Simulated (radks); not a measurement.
Radial electron density D(r) = 4 pi r^2 rho(r) of an atom or ion with 13 electrons. Method: scalar-relativistic Kohn-Sham, Wu-Cohen GGA, spin-polarised, spherical densities, point nucleus; computed with a radial shooting solver on a logarithmic mesh with Libxc functionals.

r (bohr),D(r) (e/bohr),spin D(r)
0.001198,1.161,-0.0000343
0.00134,1.420,-0.0000406
0.001487,1.710,-0.0000472
0.001663,2.085,-0.0000546
0.00186,2.538,-0.0000622
0.002064,3.040,-0.0000686
0.002309,3.686,-0.0000737
0.002582,4.458,-0.0000746
0.002865,5.306,-0.0000689
0.003205,6.382,-0.0000507
0.003585,7.649,-0.0000120
0.004009,9.134,0.0000595
0.004449,10.73,0.000172
0.004976,12.70,0.000368
0.005566,14.96,0.000682
0.006176,17.32,0.00113
0.006908,20.16,0.00187
0.007726,23.29,0.00299
0.008573,26.44,0.00453
0.009589,30.05,0.00696
0.01073,33.82,0.0105
0.0119,37.36,0.0153
0.01331,41.12,0.0227
0.01489,44.64,0.0332
0.01652,47.55,0.0468
0.01848,50.12,0.0671
0.02067,51.92,0.0949
0.02293,52.79,0.130
0.02565,52.78,0.179
0.02869,51.82,0.243
0.03184,50.20,0.319
0.03561,47.94,0.419
0.03983,45.57,0.540
0.04455,43.60,0.678
0.04943,42.59,0.818
0.05529,42.82,0.971
0.06185,44.62,1.11
0.06862,47.62,1.21
0.07676,51.82,1.25
0.08585,56.17,1.22
0.09526,59.37,1.09
0.1066,60.82,0.864
0.1192,59.37,0.566
0.1322,55.14,0.280
0.1479,47.87,0.0501
0.1654,38.89,0.00138
0.1836,30.38,0.196
0.2053,22.49,0.695
0.2297,16.93,1.44
0.2548,14.02,2.23
0.285,12.73,2.99
0.3188,12.22,3.43
0.3538,11.50,3.45
0.3957,9.925,3.04
0.4426,7.600,2.34
0.495,5.059,1.57
0.5493,3.018,0.937
0.6144,1.474,0.461
0.6872,0.6001,0.190
0.7625,0.2178,0.0704
0.8529,0.05912,0.0196
0.954,0.01259,0.00430
1.059,0.002357,0.000832
1.184,0.0002916,0.000107

What is the nuclear charge?

Answer. Z = 42. The innermost maximum, from 1s, lies near gamma/Z bohr with gamma = sqrt(1 - (Z/c)^2) = 0.952, here 0.0227 bohr (found: 0.0243), and its height grows with Z. The density is that of the molybdenum ion Mo29+ in [Ne] 3s2 3p1; the configuration itself is not fixed sharply by these data, and Z only to a few units. D(r) has 2 maxima, at r = 0.0243, 0.107 bohr, and minima at 0.0515 bohr, inside which lie 2.08 electrons.
